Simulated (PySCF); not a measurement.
**Correlation energy of S⁺ (sulfur, charge +1)**

[Ne] 3s2 3p3, high-spin 4S determinant. All numbers are calculated (PySCF 2.14, no relativity, point nucleus, in def2-QZVPPD). Frozen: [Ne]; 5 electrons correlated.

```csv
level,correlation energy (mhartree)
CCSD,-114.53
(T),-4.26
CCSD(T),-118.79
```

Diagnostics: T1 = 0.0042, D1 = 0.0104, largest double amplitude 0.045.

Cost of the coupled-cluster step: about 5 core-seconds, for 5 correlated electrons.
